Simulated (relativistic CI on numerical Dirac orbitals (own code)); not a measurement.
**Ho59+: sensitivity of the levels to the model**

Base calculation: Dirac-Coulomb-Breit CI, orbitals from a KLI potential per configuration, model QED, unscaled Slater integrals.

Configuration list (outside the closed core 1s2): 2s²2p⁴, 2s2p⁵, 2p⁶, 2p⁵3s, 2p⁵3p, 2p⁵3d, 2s²2p³3s, 2s²2p³3p, 2s²2p³3d, 2s2p⁴3s, 2s2p⁴3p, 2s2p⁴3d, 2s²2p³4s, 2s²2p³4p, 2s²2p³4d, 2s²2p³4f. Levels of other configurations are missing.

Variants: (1) Breit term removed; (2) configuration mixing switched off. Shifts of the energy above 2s²2p⁴ ³P2, in eV, for the lowest level and the first level of each name with at least 55 % of one term (blank where a level changes its place among those of its configuration and J or its character, or is not in the variant):

```csv
Level,Base,Δ(1),Δ(2)
2s²2p⁴ ³P2,0.00,0.00,0.00
2s²2p⁴ ¹S0,52.59,-6.30,+2.33
2s²2p⁴ ³P1,887.00,+7.86,-0.14
2s²2p⁴ ¹D2,905.62,+13.62,-0.15
2s2p⁵ ³P°2,1238.85,-0.38,+0.10
2s2p⁵ ¹P°1,1312.48,-2.27,+0.47
2s²2p⁴ ³P0,1812.98,+17.79,+4.01
2s2p⁵ ³P°0,2136.27,+7.53,+0.04
2s2p⁵ ³P°1,2172.61,+10.65,+0.26
2p⁶ ¹S0,2588.37,-4.09,-5.90
2s²2p³3p ³P0,7447.36,+6.44,+0.92
2s²2p³3d ³P°0,7518.50,+6.30,+0.81
2s²2p³3s ³S°1,7921.78,+20.45,+0.42
2s²2p³3s ³D°3,7935.12,+28.16,+0.22
2s²2p³3s ¹D°2,7942.75,+27.22,+0.52
2s²2p³3s ³P°0,7979.72,+17.62,+3.55
2s²2p³3s ³P°1,7983.06,+18.54,+3.10
2s²2p³3p ³D1,8080.99,+15.66,+2.87
2s2p⁴3s ⁵P3,8206.37,+13.88,+4.24
2s²2p³3p ³F4,8292.03,+29.08,-0.34
2s2p⁴3s ¹S0,8339.74,+4.33,-1.07
```

At this charge energies of transitions that change n are usually good to better than 1 %, and those within a shell (Δn = 0) to a few per cent.

Ionisation energy from the two ground configurations alone: base 13113.9 eV; Breit term removed 13127 eV. The NIST ASD value (theoretical) is 13116 eV.

LS names give the leading component of a level, which can be under half, so a name can repeat, a term be missing and a line seem to break the LS rules.
